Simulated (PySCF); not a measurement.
# Rh³⁺ (rhodium, charge +3): TPSS calculation

Configuration: [Kr] 4d6, high-spin 5D determinant. Computed with PySCF 2.14 in cc-pVTZ-PP with ECP28MDF (5s5p4d2f1g, 63 functions), with scalar relativity through the core potential.

| Item | Value |
| --- | --- |
| Total energy | -108.0104 hartree |
| One-electron energy | -172.3352 hartree |
| Hartree (Coulomb) energy | 74.6345 hartree |
| Exchange-correlation energy | -10.3097 hartree |
| ⟨S²⟩ | 6.0009 |
| ⟨L²⟩ | 6.013 |
| Sum of ⟨r⟩ | 16.79 bohr |
| Sum of ⟨r²⟩ | 23.27 bohr² |
| Traceless quadrupole moment −½Σ⟨3z² − r²⟩ along its main axis | 0.569 e·bohr² |
| Time after the integrals | 1.8 s of wall time on 1 thread of Neoverse-V2 (shared host) |

```tsv
shell	electrons	mean orbital energy (hartree)	spread (hartree)	rms radius, mean of both spins (bohr)
4s α	1	-4.44432	0	1.04
4s β	1	-4.31558	0	1.04
4p α	3	-3.23883	0.05726	1.15
4p β	3	-3.09990	0.01283	1.15
4d α	5	-1.49387	0.06558	1.48
4d β	1	-1.39073	0	1.48
```

Energies and moments cover only the electrons outside the core potential.
